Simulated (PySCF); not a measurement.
B3LYP has the VWN-RPA correlation part, as in Gaussian. Delta-SCF ions had no search for a lower state. 

# C$_{2}$H$_{6}$OSi, SMILES `O1C[SiH2]C1` (charge 0, multiplicity 1)

The numbers are results of B3LYP-D3(BJ)/def2-TZVP (PySCF), not measurements.

```
Property                                                        Value
--------------------------------------  -----------------------------
HOMO                                                         -7.09 eV
dipole moment                                                  1.54 D
HOMO–LUMO gap                                                 6.76 eV
LUMO                                                         -0.33 eV
S1 excitation (TDA)                                           5.72 eV
S1 oscillator strength                                          0.000
T1 excitation (TDA)                                           5.64 eV
S1–T1 gap (TDA)                                               0.09 eV
vertical ionisation energy (Delta-SCF)                        9.59 eV
total energy                                             -444.5923 Ha
cost                                    very roughly 100 core-seconds
```

Bonds (Å): C1–O2 1.456, C1–Si4 1.898, C1–H5 1.093, C1–H6 1.093, O2–C3 1.456, C3–Si4 1.898, C3–H7 1.093, C3–H8 1.093, Si4–H9 1.483, Si4–H10 1.483. Angles (°): O2–C1–Si4 90.5, O2–C1–H5 110.6, O2–C1–H6 110.6, Si4–C1–H5 117.6, Si4–C1–H6 117.6, H5–C1–H6 108.6, C1–O2–C3 104.4, O2–C3–Si4 90.5, O2–C3–H7 110.6, O2–C3–H8 110.6, Si4–C3–H7 117.6, Si4–C3–H8 117.6, H7–C3–H8 108.6, C1–Si4–C3 74.6, C1–Si4–H9 117.7, C1–Si4–H10 117.7, C3–Si4–H9 117.7, C3–Si4–H10 117.7, H9–Si4–H10 108.5.
Charge 0, spin multiplicity 1.
